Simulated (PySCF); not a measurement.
F2Mg, singlet, geometry from GFN2-xTB (such geometries of metal compounds can be far from the true shape); DF-PBE/cc-pVTZ (PySCF).

The PySCF input:
```python
from pyscf import gto, scf, dft

mol = gto.Mole()
mol.atom = '''
    Mg    0.40305854   -0.05533096   -0.13647722
    F    -0.45725792    1.18552207   -0.93154954
    F    -0.08015346   -1.11174745    1.11351917
'''
mol.basis = 'cc-pvtz'
mol.verbose = 4
mol.build()

mf = dft.RKS(mol)
mf.xc = 'pbe'
mf = mf.density_fit(auxbasis='def2-universal-jkfit')
mf.kernel()
```

### Question
Write the output that PySCF gives for this input, abridged.

### Answer

```
PySCF version 2.14.0

[INPUT] verbose = 4
[INPUT] num. atoms = 3
[INPUT] num. electrons = 30
[INPUT] charge = 0
[INPUT] spin (= nelec alpha-beta = 2S) = 0
[INPUT] symmetry False subgroup None
[INPUT] Mole.unit = angstrom
[INPUT] Symbol           X                Y                Z      unit          X                Y                Z       unit  Magmom
[INPUT]  1 Mg     0.403058540000  -0.055330960000  -0.136477220000 AA    0.761670252767  -0.104560360609  -0.257904568042 Bohr   0.0
[INPUT]  2 F     -0.457257920000   1.185522070000  -0.931549540000 AA   -0.864092237088   2.240312026927  -1.760373502065 Bohr   0.0
[INPUT]  3 F     -0.080153460000  -1.111747450000   1.113519170000 AA   -0.151468087336  -2.100898200184   2.104246265753 Bohr   0.0

nuclear repulsion = 80.814835820647
number of shells = 27
number of NR pGTOs = 146
number of NR cGTOs = 94
basis = cc-pvtz
ecp = {}

******** <class 'pyscf.df.df_jk.DFRKS'> ********
method = DFRKS
initial guess = minao
damping factor = 0
level_shift factor = 0
DIIS = <class 'pyscf.scf.diis.CDIIS'>
diis_start_cycle = 1
diis_space = 8
diis_damp = 0
SCF conv_tol = 1e-09
SCF conv_tol_grad = None
SCF max_cycles = 50
direct_scf = False
XC library pyscf.dft.libxc version 7.1.2
    S. Lehtola, C. Steigemann, M. J. T. Oliveira, and M. A. L. Marques,  SoftwareX 7, 1–5 (2018)
XC functionals = pbe
    J. P. Perdew, K. Burke, and M. Ernzerhof,  Phys. Rev. Lett. 77, 3865 (1996)
    J. P. Perdew, K. Burke, and M. Ernzerhof,  Phys. Rev. Lett. 78, 1396 (1997)
    J. P. Perdew, K. Burke, and M. Ernzerhof,  Phys. Rev. Lett. 77, 3865 (1996)
    J. P. Perdew, K. Burke, and M. Ernzerhof,  Phys. Rev. Lett. 78, 1396 (1997)
radial grids:
    Treutler-Ahlrichs [JCP 102, 346 (1995); DOI:10.1063/1.469408] (M4) radial grids

becke partition: Becke, JCP 88, 2547 (1988); DOI:10.1063/1.454033
pruning grids: <function nwchem_prune>
grids dens level: 3
symmetrized grids: False
atomic radii adjust function: <function treutler_atomic_radii_adjust>
small_rho_cutoff = 0
Set gradient conv threshold to 3.16228e-05
Initial guess from minao.
tot grids = 47104
init E= -399.596534666575
  HOMO = -0.471557020248871  LUMO = -0.1172095971374  gap/eV = 9.64228
cycle= 1 E= -399.438764419982  delta_E= 0.158  |g|= 1.11  |ddm|= 1.31
  HOMO = -0.0726228760369567  LUMO = -0.0529869027244381  gap/eV = 0.53432
cycle= 2 E= -397.025294108799  delta_E= 2.41  |g|= 3.69  |ddm|= 1.87
  HOMO = -0.311738837558605  LUMO = -0.0990321518305297  gap/eV = 5.78804
cycle= 3 E= -399.64391497534  delta_E= -2.62  |g|= 0.0918  |ddm|= 1.55
  HOMO = -0.278954458802765  LUMO = -0.113272338580844  gap/eV = 4.50844
cycle= 4 E= -399.646634211759  delta_E= -0.00272  |g|= 0.0624  |ddm|= 0.135
  HOMO = -0.283282789122646  LUMO = -0.112310111330194  gap/eV = 4.65240
cycle= 5 E= -399.647313604105  delta_E= -0.000679  |g|= 0.0132  |ddm|= 0.0282
  HOMO = -0.284803362163309  LUMO = -0.112801521312079  gap/eV = 4.68041
cycle= 6 E= -399.647341042376  delta_E= -2.74e-05  |g|= 0.00206  |ddm|= 0.00487
  HOMO = -0.284997467204047  LUMO = -0.112835380737497  gap/eV = 4.68477
cycle= 7 E= -399.6473416498  delta_E= -6.07e-07  |g|= 0.000615  |ddm|= 0.000935
  HOMO = -0.285009304900662  LUMO = -0.112835704937403  gap/eV = 4.68508
cycle= 8 E= -399.647341702633  delta_E= -5.28e-08  |g|= 0.000178  |ddm|= 0.000261
  HOMO = -0.285022131547174  LUMO = -0.112834915360486  gap/eV = 4.68545
cycle= 9 E= -399.647341707612  delta_E= -4.98e-09  |g|= 1.02e-05  |ddm|= 8e-05
  HOMO = -0.285021581522857  LUMO = -0.112834231300608  gap/eV = 4.68546
cycle= 10 E= -399.647341707629  delta_E= -1.7e-11  |g|= 1.75e-06  |ddm|= 1.34e-05
  HOMO = -0.285021239692014  LUMO = -0.112834388909029  gap/eV = 4.68544
Extra cycle  E= -399.647341707627  delta_E= 2.05e-12  |g|= 3.21e-06  |ddm|= 2.64e-06
converged SCF energy = -399.647341707627
```
